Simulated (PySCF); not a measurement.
C10H7N3.

```xyz
20

C      0.0000     0.0000     2.7979
C      0.0000    -1.2039     2.1065
C      0.0000    -1.2172     0.6989
C      0.0000    -2.4038    -0.0702
C      0.0000    -2.3044    -1.4463
N      0.0000    -1.1497    -2.1113
C      0.0000     0.0000    -1.4370
N      0.0000     1.1497    -2.1113
C      0.0000     2.3044    -1.4463
C      0.0000     2.4038    -0.0702
C      0.0000     1.2172     0.6989
C      0.0000     1.2039     2.1065
N      0.0000     0.0000     0.0033
H      0.0000     0.0000     3.8905
H      0.0000    -2.1636     2.6220
H      0.0000    -3.3638     0.4442
H      0.0000    -3.2135    -2.0600
H      0.0000     3.2135    -2.0600
H      0.0000     3.3638     0.4442
H      0.0000     2.1636     2.6220
```

Geometry: B3LYP-D3(BJ)/def2-SVP.

Method: B3LYP/pcSseg-1 (PySCF). Non-relativistic, no solvent.

Computed absolute GIAO shielding of each atom: isotropic value and principal components (ppm):
```json
[
 {"atom": "C1", "σ(iso)": "30.3", "σ11": "-81.7", "σ22": "13.7", "σ33": "158.9", "span": "240.6"},
 {"atom": "C2", "σ(iso)": "67.1", "σ11": "-11.3", "σ22": "72.5", "σ33": "140.0", "span": "151.3"},
 {"atom": "C3", "σ(iso)": "12.7", "σ11": "-65.9", "σ22": "-2.8", "σ33": "106.6", "span": "172.5"},
 {"atom": "C4", "σ(iso)": "71.6", "σ11": "-13.1", "σ22": "88.8", "σ33": "139.1", "span": "152.2"},
 {"atom": "C5", "σ(iso)": "11.7", "σ11": "-98.6", "σ22": "13.0", "σ33": "120.6", "span": "219.2"},
 {"atom": "N6", "σ(iso)": "-19.8", "σ11": "-224.4", "σ22": "-70.1", "σ33": "235.1", "span": "459.5"},
 {"atom": "C7", "σ(iso)": "11.0", "σ11": "-44.0", "σ22": "17.1", "σ33": "59.7", "span": "103.7"},
 {"atom": "N8", "σ(iso)": "-19.8", "σ11": "-224.4", "σ22": "-70.1", "σ33": "235.1", "span": "459.5"},
 {"atom": "C9", "σ(iso)": "11.7", "σ11": "-98.6", "σ22": "13.0", "σ33": "120.6", "span": "219.2"},
 {"atom": "C10", "σ(iso)": "71.6", "σ11": "-13.1", "σ22": "88.8", "σ33": "139.1", "span": "152.2"},
 {"atom": "C11", "σ(iso)": "12.7", "σ11": "-65.9", "σ22": "-2.8", "σ33": "106.6", "span": "172.5"},
 {"atom": "C12", "σ(iso)": "67.1", "σ11": "-11.3", "σ22": "72.5", "σ33": "140.0", "span": "151.3"},
 {"atom": "N13", "σ(iso)": "20.0", "σ11": "-60.8", "σ22": "-52.3", "σ33": "173.1", "span": "233.8"},
 {"atom": "H14", "σ(iso)": "26.1", "σ11": "24.2", "σ22": "26.5", "σ33": "27.5", "span": "3.2"},
 {"atom": "H15", "σ(iso)": "27.4", "σ11": "25.7", "σ22": "28.0", "σ33": "28.5", "span": "2.8"},
 {"atom": "H16", "σ(iso)": "27.6", "σ11": "25.3", "σ22": "28.5", "σ33": "29.0", "span": "3.8"},
 {"atom": "H17", "σ(iso)": "25.3", "σ11": "23.2", "σ22": "26.0", "σ33": "26.7", "span": "3.5"},
 {"atom": "H18", "σ(iso)": "25.3", "σ11": "23.2", "σ22": "26.0", "σ33": "26.7", "span": "3.5"},
 {"atom": "H19", "σ(iso)": "27.6", "σ11": "25.3", "σ22": "28.5", "σ33": "29.0", "span": "3.8"},
 {"atom": "H20", "σ(iso)": "27.4", "σ11": "25.7", "σ22": "28.0", "σ33": "28.5", "span": "2.8"}
]
```
